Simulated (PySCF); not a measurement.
CH₃O, charge -1, singlet, at a GFN2-xTB geometry (in this run its highest filled SCF level lies above zero, so its values depend strongly on the basis, on diffuse functions most of all), with bond 5-1 at 2.0 times its length; M062X/cc-pVDZ in PySCF.

Input for PySCF:
```python
from pyscf import gto, scf, dft

mol = gto.M(
    atom='''
C    -0.023319    0.519241   -0.015400
O     0.034690   -0.772439    0.022909
H    -1.086395    0.974056   -0.049513
H     0.456560    1.070946    0.880976
H     1.007778    1.518889   -1.829276
''',
    basis='cc-pvdz',
    charge=-1,
    spin=0,
    verbose=4,
)

mf = dft.RKS(mol)
mf.xc = 'm062x'
mf.conv_tol = 1e-11
mf.kernel()
mf.analyze()
```

Output, abridged:

```
PySCF version 2.14.0

[INPUT] verbose = 4
[INPUT] num. atoms = 5
[INPUT] num. electrons = 18
[INPUT] charge = -1
[INPUT] spin (= nelec alpha-beta = 2S) = 0
[INPUT] symmetry False subgroup None
[INPUT] Mole.unit = angstrom
[INPUT] Symbol           X                Y                Z      unit          X                Y                Z       unit  Magmom
[INPUT]  1 C     -0.023319000000   0.519241000000  -0.015400000000 AA   -0.044066523499   0.981223282645  -0.029101782318 Bohr   0.0
[INPUT]  2 O      0.034690000000  -0.772439000000   0.022909000000 AA    0.065554599261  -1.459698157933   0.043291735788 Bohr   0.0
[INPUT]  3 H     -1.086395000000   0.974056000000  -0.049513000000 AA   -2.052989013097   1.840699069989  -0.093566009606 Bohr   0.0
[INPUT]  4 H      0.456560000000   1.070946000000   0.880976000000 AA    0.862773359431   2.023794634198   1.664803362315 Bohr   0.0
[INPUT]  5 H      1.007778000000   1.518889000000  -1.829276000000 AA    1.904424414362   2.870284223615  -3.456830646240 Bohr   0.0

nuclear repulsion = 32.6107242177183
number of shells = 19
number of NR pGTOs = 73
number of NR cGTOs = 43
basis = cc-pvdz
ecp = {}

******** <class 'pyscf.dft.rks.RKS'> ********
method = RKS
initial guess = minao
damping factor = 0
level_shift factor = 0
DIIS = <class 'pyscf.scf.diis.CDIIS'>
diis_start_cycle = 1
diis_space = 8
diis_damp = 0
SCF conv_tol = 1e-11
SCF conv_tol_grad = None
SCF max_cycles = 50
direct_scf = True
direct_scf_tol = 1e-13
XC library pyscf.dft.libxc version 7.1.2
    S. Lehtola, C. Steigemann, M. J. T. Oliveira, and M. A. L. Marques,  SoftwareX 7, 1–5 (2018)
XC functionals = m062x
    Y. Zhao and D. G. Truhlar,  Theor. Chem. Acc. 120, 215 (2008)
    Y. Zhao and D. G. Truhlar,  Theor. Chem. Acc. 120, 215 (2008)
radial grids:
    Treutler-Ahlrichs [JCP 102, 346 (1995); DOI:10.1063/1.469408] (M4) radial grids

becke partition: Becke, JCP 88, 2547 (1988); DOI:10.1063/1.454033
pruning grids: <function nwchem_prune>
grids dens level: 3
symmetrized grids: False
atomic radii adjust function: <function treutler_atomic_radii_adjust>
small_rho_cutoff = 0
Set gradient conv threshold to 3.16228e-06
Initial guess from minao.
tot grids = 57624
init E= -114.78229829553
  HOMO = -0.225799968723542  LUMO = -0.0932305853824529  gap/eV = 3.60740
cycle= 1 E= -114.816296372628  delta_E= -0.034  |g|= 0.788  |ddm|= 1.86
  HOMO = 0.108622330287477  LUMO = 0.246627022720217  gap/eV = 3.75530
cycle= 2 E= -114.46271701461  delta_E= 0.354  |g|= 1.52  |ddm|= 1.93
  HOMO = 0.0179828973410943  LUMO = 0.221834296761327  gap/eV = 5.54708
cycle= 3 E= -114.94981560418  delta_E= -0.487  |g|= 0.0681  |ddm|= 1.35
  HOMO = -0.00625968143153877  LUMO = 0.213213635109056  gap/eV = 5.97217
cycle= 4 E= -114.951382027117  delta_E= -0.00157  |g|= 0.0213  |ddm|= 0.0984
  HOMO = 0.000312862492575228  LUMO = 0.217369973419093  gap/eV = 5.90642
cycle= 5 E= -114.951513624855  delta_E= -0.000132  |g|= 0.00472  |ddm|= 0.0245
  HOMO = 0.000266504259533562  LUMO = 0.217435002598583  gap/eV = 5.90946
cycle= 6 E= -114.95151983829  delta_E= -6.21e-06  |g|= 0.00156  |ddm|= 0.00722
  HOMO = 0.000485906803114222  LUMO = 0.217313347697872  gap/eV = 5.90018
cycle= 7 E= -114.951520559731  delta_E= -7.21e-07  |g|= 0.000574  |ddm|= 0.0032
  HOMO = 0.000480091415404615  LUMO = 0.217398765022615  gap/eV = 5.90266
cycle= 8 E= -114.951520661241  delta_E= -1.02e-07  |g|= 0.000155  |ddm|= 0.000676
  HOMO = 0.000508482763676543  LUMO = 0.217401028143057  gap/eV = 5.90195
cycle= 9 E= -114.951520670462  delta_E= -9.22e-09  |g|= 2e-05  |ddm|= 0.000323
  HOMO = 0.000506759517493016  LUMO = 0.217403862189377  gap/eV = 5.90207
cycle= 10 E= -114.951520670622  delta_E= -1.6e-10  |g|= 3.88e-06  |ddm|= 3.86e-05
  HOMO = 0.000507234199264239  LUMO = 0.217403364843039  gap/eV = 5.90204
cycle= 11 E= -114.951520670628  delta_E= -6.05e-12  |g|= 1.04e-06  |ddm|= 7.12e-06
  HOMO = 0.000507039847676083  LUMO = 0.217403374381651  gap/eV = 5.90205
Extra cycle  E= -114.951520670629  delta_E= -2.56e-13  |g|= 1.46e-06  |ddm|= 2.97e-06
converged SCF energy = -114.951520670629
**** SCF Summaries ****
Total Energy =                        -114.951520670628597
Nuclear Repulsion Energy =              32.610724217718271
One-electron Energy =                 -225.129792211532731
Two-electron Energy =                   77.567547323185849
Two-electron Coulomb Energy =           92.677339910633265
DFT Exchange-Correlation Energy =      -15.109792587447414
HOMO-LUMO gap [eV] =                     5.902049885327049
**** MO energy ****
MO #1   energy= -19.3807207376779  occ= 2
MO #2   energy= -10.4272704977999  occ= 2
MO #3   energy= -0.876674359343747 occ= 2
MO #4   energy= -0.476675021162143 occ= 2
MO #5   energy= -0.290209216795867 occ= 2
MO #6   energy= -0.261429031804546 occ= 2
MO #7   energy= -0.191310242166402 occ= 2
MO #8   energy= -0.082784077569082 occ= 2
MO #9   energy= 0.000507039847676083 occ= 2
MO #10  energy= 0.217403374381651  occ= 0
MO #11  energy= 0.315572730648737  occ= 0
MO #12  energy= 0.363633203046633  occ= 0
MO #13  energy= 0.468378170646756  occ= 0
MO #14  energy= 0.727526688078452  occ= 0
MO #15  energy= 0.771283505085231  occ= 0
MO #16  energy= 0.80379839366404   occ= 0
MO #17  energy= 0.833183566783438  occ= 0
 ** Mulliken pop on meta-lowdin orthogonal AOs  **
 ** Mulliken pop  **
 ** Mulliken atomic charges  **
charge of    0C =      0.10009
charge of    1O =     -0.55623
charge of    2H =      0.01189
charge of    3H =      0.01192
charge of    4H =     -0.56768

WARN: System has nonzero charge -1; the dipole moment is origin-dependent.
Location of origin: [0. 0. 0.]

Dipole moment(X, Y, Z, Debye): -2.84756, -2.06135,  4.93737
```
